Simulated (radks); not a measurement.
Q: The mean radii <r> (bohr) of the occupied orbitals of an atom or ion are listed with their occupations. Calculated with a radial shooting solver on a logarithmic mesh with Libxc functionals: Dirac Kohn-Sham, PBE, spin-unpolarised, spherical densities, point nucleus.

| orbital | occ. | <r> |
|---|---|---|
| 1s1/2 | 2 | 0.01773 |
| 2s1/2 | 2 | 0.07423 |
| 2p1/2 | 2 | 0.06129 |
| 2p3/2 | 4 | 0.06948 |
| 3s1/2 | 2 | 0.1932 |
| 3p1/2 | 2 | 0.1833 |
| 3p3/2 | 4 | 0.1984 |
| 3d3/2 | 4 | 0.1732 |
| 3d5/2 | 6 | 0.1778 |
| 4s1/2 | 2 | 0.4266 |
| 4p1/2 | 2 | 0.4292 |
| 4p3/2 | 4 | 0.4601 |
| 4d3/2 | 4 | 0.4665 |
| 4d5/2 | 6 | 0.4761 |
| 4f5/2 | 6 | 0.4858 |
| 4f7/2 | 5 | 0.4904 |

Name the element and its charge. Open shells, if any, fill j = l - 1/2 first.

A: Z = 76, osmium, charge +19: Os19+ in [Kr] 4d10 4f11. The 1s radius gives Z: for a bare nucleus <r> = (2 gamma + 1)/(2Z) with gamma = sqrt(1 - (Z/c)^2), 0.01753 bohr for Z = 76, and screening makes it slightly larger (0.01773 here). The occupations add up to 57, and the charge is Z minus that.
